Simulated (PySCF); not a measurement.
## The Fe–H bond energy of FeH₄⁻

Computed with PBE0/[Fe def2-TZVPD, H def2-TZVPD], no relativity, density fitting, PySCF.

Each entry is the lowest minimum that a search over a few typed start shapes (and spin states, where more than one is plausible) found, or that minimum re-optimised at the stated level; isomers with ligand–ligand bonds, or fragments after loss of a ligand pair, can lie lower.

Total energies (Eh), which compare only within these settings: H atom -0.50106.

```tsv
species	2S+1	group	E (Eh)	ZPE (kJ/mol)
FeH₃⁻	5	D3h	-1265.25647	35.3
FeH₄⁻	4	D4h	-1265.82972	49.6
```

Q: What are De and D0 for FeH₄⁻ → FeH₃⁻ + H?

A: De = [(-1265.25647) + (-0.50106) − (-1265.82972)] × 2625.5 = 190 kJ/mol. The zero-point energy changes by -14.4 kJ/mol, so D0 = 175 kJ/mol.

Atoms and open shells are unrestricted, without spin–orbit or basis-set superposition corrections.

One determinant describes each species, so states of open d or f shells may be missed.
